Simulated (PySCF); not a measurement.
C4H4F2, SMILES C#CCC(F)F. The structure is a stationary point at B3LYP-D3(BJ)/def2-SVP. One conformer was computed; it need not be the lowest.

Q: Give the equilibrium geometry at B3LYP-D3(BJ)/def2-SVP (PySCF confirms it by a frequency run) as a Z-matrix. (Estimate from the structure and the level; the computed values follow.)

A: Several could match; the one computed here: 
```
C
H 1 1.1028
H 1 1.1035 2 107.13
C 1 1.4588 2 110.44 3 -120.84
C 4 1.2101 2 150.65 1 177.91
H 5 1.0737 2 161.48 1 179.45
C 1 1.5233 2 107.74 3 114.96
F 7 1.3556 1 110.27 2 -173.00
F 7 1.3598 8 107.90 1 -118.74
H 7 1.1041 8 108.33 9 -117.33
```
Charge 0, spin multiplicity 1.
